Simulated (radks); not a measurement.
Task: The selenium ion Se27+, 7 electrons, occupied as [He] 2s2 2p3. Calculated with a radial shooting solver on a logarithmic mesh with Libxc functionals: Dirac Kohn-Sham, PBEsol, spin-unpolarised, spherical densities, finite nucleus; open shells are shared between the two j in proportion to 2j + 1; Fermi nuclear charge, rms radius 4.14 fm. Some entries of the table are withheld. Estimate them.

orbital,occ.,eigenvalue (hartree),<1/r> (bohr^-1)
1s1/2,2,-521.3198,34.61
2s1/2,2,-112.2262,(1)
2p1/2,1,(2),8.057
2p3/2,2,(3),7.815

Result: 
(1) 2s1/2 <1/r> (bohr^-1): 8.116
(2) 2p1/2 eigenvalue (hartree): -107.9491
(3) 2p3/2 eigenvalue (hartree): -106.1953
